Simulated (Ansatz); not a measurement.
Relaxation of FGeH3O (6 atoms, charge 0, multiplicity 1), to a largest force component of 0.03 eV/Å in at most 50 steps.

Theory: RKS PBE-D4/def2-TZVP in Ansatz.

```xyz
6
Properties=species:S:1:pos:R:3
Ge -0.854 0.218 0.278
H 1.496 -0.339 1.608
O 2.034 -0.011 0.845
H 2.046 -0.770 0.228
H -0.700 1.156 -1.034
F -0.498 -1.312 -0.605
```

Problem. Where does it end, and by what steps?

Solution. It converged. After 7 steps the energy has fallen by 0.350 eV; O3 moved furthest, 0.52 Å.

```csv
step,energy less start (eV),largest force component (eV/Å),accepted
0,0.0000,0.863,yes
1,-0.0925,1.595,yes
2,-0.1840,1.599,yes
3,-0.3099,0.544,yes
4,-0.3344,0.423,yes
5,-0.3478,0.111,yes
6,-0.3486,0.122,yes
7,-0.3497,0.024,yes
```

```xyz
6
Properties=species:S:1:pos:R:3
Ge -0.693 0.171 0.354
H 1.654 -0.350 1.601
O 1.537 0.069 0.729
H 1.633 -0.661 0.079
H -0.308 1.102 -0.916
F -0.300 -1.390 -0.527
```

Whether the end is a true minimum wasn't checked by a vibrational analysis.

Time of the run: 11 s on 4 threads of Intel(R) Xeon(R) Platinum 8259CL CPU @ 2.50GHz (Skylake/Cascade Lake), with other jobs on the host, peak memory 0.23 GiB.
